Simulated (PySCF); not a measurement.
3,5-dichloro-1,2,4-thiadiazole, C₂Cl₂N₂S.
SMILES: `ClC1=NSC(Cl)=N1`

The calculation used EOM-IP-CCSD/aug-cc-pVDZ in PySCF, restricted Hartree–Fock reference, frozen core, non-relativistic, gas phase, PBE0-D3(BJ)/def2-SVP geometry.

Hartree–Fock orbital energies give these Koopmans values (eV): HOMO 10.45, HOMO-1 12.13, HOMO-2 12.87, HOMO-3 13.15, HOMO-4 13.42, HOMO-5 13.57, HOMO-6 14.80, HOMO-7 15.07.

**Question.** What vertical ionisation energies does EOM-IP-CCSD give?

**Answer.** 
```tsv
leading hole (HF orbital)	Koopmans (eV)	EOM-IP-CCSD (eV)	change (eV)	one-hole share
HOMO	10.45	10.00	-0.45	0.95
HOMO-2	12.87	11.00	-1.87	0.94
HOMO-1	12.13	11.31	-0.82	0.94
HOMO-3	13.15	11.79	-1.36	0.95
HOMO-4	13.42	12.17	-1.25	0.95
HOMO-5	13.57	12.51	-1.06	0.94
HOMO-6	14.80	13.22	-1.58	0.94
HOMO-7	15.07	13.92	-1.15	0.94
```

**Question.** Does the order of the lines follow the orbital energies?

**Answer.** No: the HOMO-2 hole (11.00 eV) falls below the HOMO-1 hole (11.31 eV). The corrections run from -1.87 to -0.45 eV, with a mean of -1.19 eV over the 8 lines; no line lies above its Koopmans value. Koopmans values leave out both the relaxation of the orbitals and the change in correlation energy.

**Question.** At what kinetic energies would He I light (21.22 eV) eject these electrons?

**Answer.** 11.22 eV (HOMO), 10.22 eV (HOMO-2), 9.91 eV (HOMO-1), 9.43 eV (HOMO-3), 9.05 eV (HOMO-4), 8.71 eV (HOMO-5), 8.00 eV (HOMO-6), 7.30 eV (HOMO-7).

**Question.** What total energy has the lowest final state, and which wavelength reaches it?

**Answer.** E(CCSD) + ionisation energy = -1502.22258 + 0.36755 = -1501.85503 Eh, at the geometry of the initial state. The threshold wavelength is 1239.84 eV nm/10.00 eV = 124.0 nm.

One root was sought for each valence orbital with −ε under 21 eV, eight at most, so deeper holes and satellites are missing; no vibrational structure.

Hardware: an Arm Neoverse V1 with one thread, shared host. Cost: 11 min, 3.1 GiB resident at most.
